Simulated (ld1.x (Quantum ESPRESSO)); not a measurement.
# What the settings do to the PAW potential of germanium

Base potential:

- Element: germanium
- Generator: ld1.x (Quantum ESPRESSO) 7.5
- Type: PAW
- Functional: PBE
- Relativity: fully relativistic
- Frozen core: [Ne]
- Valence charge: 22
- Reference configuration: 3s2 3p6 3d10 4s2 4p1.5 (charge +0.5)
- Partial waves: 3s (bound): rcut 0.85, rcutus 1.00 bohr; 4s (bound): rcut 0.85, rcutus 1.00 bohr; 3p (bound): rcut 0.90, rcutus 1.05 bohr; 4p (bound): rcut 0.90, rcutus 1.05 bohr; 3d (bound): rcut 0.90, rcutus 1.10 bohr; 3d channel at 1 Ry: rcut 0.90, rcutus 1.10 bohr
- Local potential: all-electron potential smoothed inside 0.90 bohr (lloc = -2)
- Core correction: Bessel-smoothed model core inside 0.70 bohr
- Augmentation charge: BESSEL, radius 0.95 bohr

Open shells are filled in proportion to 2j + 1 (rel_dist='average').

Cutoffs, loose and tight: the cutoffs (Ry, on a coarse ladder) from which the occupation-weighted sum of valence levels, in a spherical-Bessel basis at the reference potential, stays within 10 and 1 mRy of its value at 400 Ry. They do not see the model core or the augmentation charge, which bear on the density cutoff. Test errors are all-electron minus pseudo excitation energies from the reference, over the configurations 3s2 3p6 3d10 4s2 4p2; 3s2 3p6 3d10 4s2 4p1; 3s2 3p6 3d10 4s2 4p0; 3s2 3p6 3d10 4s1 4p0; 3s2 3p6 3d9 4s2 4p3; 3s2 3p5 3d10 4s2 4p2; 3s1 3p6 3d10 4s2 4p2. A dash means not determined; rows that change the core or the reference have their own tests.

Cutoffs are not given where the Bessel-basis levels miss the radial ones by over 6 mRy, ghosts where they miss by over 20 mRy; a channel whose overlap is not positive is not tested.

On the changes marked as counting shells twice: ld1.x takes every shell without a wave as core, so the model core holds the marked electrons as well and exchange and correlation see them twice. This cancels in the reference configuration, but the file is broken for other ones, and its errors say nothing about a proper core correction.

```tsv
change	outcome	cutoff, loose	cutoff, tight	bound ghosts	largest test error (meV)
base	generated	–	–	not determined	+23
reference 3s2 3p6 3d10 4s2 4p0.5	generated	–	–	not determined	+23
functional LDA (PZ)	generated	–	–	not determined	+24
local potential all-electron potential smoothed inside 0.68 bohr (lloc = -2)	generated	–	–	not determined	+108
core correction Bessel-smoothed model core inside 1.20 bohr	generated	–	–	not determined	+23
type TM semilocal; scalar-relativistic; waves now 3s (bound): rc 1.00 bohr; 3p (bound): rc 1.05 bohr; 3d (bound): rc 1.10 bohr; local potential the d channel (4p, 4s counted twice)	generated, misses its reference levels by 2.04 eV	230 Ry	over 300 Ry	none	-4116
waves 3p (bound): rcut 0.90, rcutus 1.22 bohr; 4p (bound): rcut 0.90, rcutus 1.22 bohr	generated	–	–	not determined	+56
wave 3d channel at 1 Ry: rcut 0.90, rcutus 1.10 bohr becomes 3d channel at 0.73 Ry: rcut 0.90, rcutus 1.10 bohr	generated	–	–	not determined	+22
```

Task: What comes out with this change to the base: waves 3d (bound): rcut 0.90, rcutus 1.46 bohr; 3d channel at 1 Ry: rcut 0.90, rcutus 1.46 bohr?

Result: outcome: generated; bound ghosts: not determined; largest test error (meV): -59.

Task: What comes out with this change to the base: local potential all-electron potential smoothed inside 0.95 bohr (lloc = -1)?

Result: outcome: generated; bound ghosts: not determined; largest test error (meV): +33.
